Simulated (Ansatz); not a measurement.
`C[BH][AlH][OH]` + H–F → `C[BH][AlH][F]` + H₂O  (ligand exchange at the Al–O bond)

Computed with Ansatz on PBE0-D4/def2-TZVP structures; ΔE is electronic, products minus reactants. CCSD(T)/CBS adds triple-zeta CCSD(T) − MP2 to the extrapolated MP2 energy (def2 sets, frozen cores). This one scheme is used for every species. DFT in def2-TZVPP. B3LYP here is the variant with VWN-RPA as its local correlation; programs differ in this. One conformer a species, not always the lowest.

```tsv
level	ΔE (kJ/mol)
B3LYP-D4	-51.3
SCS-MP2/def2-QZVPP	-50.9
```

**Question.** What does CCSD(T)/CBS give? (Estimate.)

**Answer.** Ansatz gave: -50.5 kJ/mol. The listed levels differ from it by -0.8, -0.4 kJ/mol.

Largest T1 diagnostic among the species: 0.012.

Leaving LDA and LC-ωPBE aside and taking each functional with its dispersion term where it has one, the values, not all of them listed here, spread over 5.3 kJ/mol, from B97M-V to revPBE-D4. LDA lies +5.1 kJ/mol from PBE without D4. In def2-TZVPP, CCSD(T) changes the Hartree–Fock value by +7.7 kJ/mol (the triples alone add +1.2 kJ/mol) and MP2 by +8.9 kJ/mol.
